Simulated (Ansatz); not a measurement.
C2H7FOSi can be A, `FCOC[SiH3]`, or B, `C[SiH2]C(O)F`.

Program: Ansatz. Geometries: PBE0-D4/def2-TZVP. ΔE: electronic, gas phase. CCSD(T)/CBS adds triple-zeta CCSD(T) − MP2 to the extrapolated MP2 energy (def2 sets, frozen cores). Functionals use def2-TZVPP. B3LYP here is the variant with VWN-RPA as its local correlation; programs differ in this. Each species was taken in one conformer, which may not be the lowest.

Question: Which isomer does CCSD(T)/CBS put lower? Give the gap. (Estimate.)

Answer: Computed: B, by 80.1 kJ/mol.

Question: Give E(B) − E(A) in kJ/mol with B3LYP-D4, HF/def2-TZVPP, PBE-D4, B3LYP, PBE0-D4, B2PLYP, CCSD/def2-TZVPP. (Estimate.)

Answer: The calculation gave: B3LYP-D4 -75.0, HF/def2-TZVPP -67.9, PBE-D4 -78.2, B3LYP -75.5, PBE0-D4 -79.1, B2PLYP -76.6, CCSD/def2-TZVPP -75.2. None reverses the order clearly.

Largest T1 diagnostic: 0.012.

In def2-TZVPP, CCSD(T) changes the Hartree–Fock value by −7.2 kJ/mol (the triples alone add +0.1 kJ/mol) and MP2 by −12.8 kJ/mol.
